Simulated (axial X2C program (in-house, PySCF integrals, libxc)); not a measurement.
## Spin–orbit effects down a group: molecules with S (ions), PBE0

Calculated with an in-house relativistic program for diatomic molecules, spin-free (one-electron X2C) or two-component (2c: spin–orbit coupling with atomic mean-field Coulomb and Gaunt terms, which also bring small scalar terms), in Dyall basis sets with cores contracted in-house; open shells are unrestricted.

Basis sets: C dyall-v3z, Ge dyall-cv3z, S dyall-av3z, Si dyall-v3z.

| molecule | spin-free state | Re (Å) | ωe (cm⁻¹) | De (eV) | 2c state | Re 2c (Å) | ωe 2c (cm⁻¹) | De 2c (eV) |
| --- | --- | --- | --- | --- | --- | --- | --- | --- |
| CS⁺ | M_S = 1/2, Λ = 0 | 1.487 | 1433.0 | 6.29 | Ω = 1/2 | 1.487 | 1432.7 | 6.29 |
| SiS⁺ | M_S = 1/2, Λ = 1 | 2.081 | 594.2 | 3.94 | Ω = 3/2 | 2.081 | 594.2 | 3.96 |
| GeS⁺ | M_S = 1/2, Λ = 1 | 2.167 | 456.5 | 3.54 | Ω = 3/2 | 2.167 | 455.9 | n/a |

(1) Work out the shifts from the spin-free to the two-component result.

Fragments in 2c: S+ + C, S + Si+, Ge+ + S. Each entry is the lowest single determinant of a limited PBE0 search at one distance. De goes to single-determinant-based atoms at the same level (for ions the charge split of lowest energy) and is withheld (n/a) where an atom does not fit its ground term or J level. Main or longest-lived isotopes. One determinant is a doubtful description, or other states lie close, for CS⁺, SiS⁺; these need not be ground states, and all values refer to the states named. Some light 2c atoms are not at their ground J level, so De misses part of their lowering (0.04 eV or less). The functionals have no current term, which raises determinants with orbital currents.

## Answers

(1) 

| molecule | 2c state | ΔRe (Å) | Δωe (cm⁻¹) | ΔDe (eV) |
| --- | --- | --- | --- | --- |
| CS⁺ | Ω = 1/2 | 0.000 | -0.3 | 0.00 |
| SiS⁺ | Ω = 3/2 | 0.000 | 0.0 | 0.02 |
| GeS⁺ | Ω = 3/2 | 0.000 | -0.6 | n/a |

Shifts of one unit in the last digit are rounding.
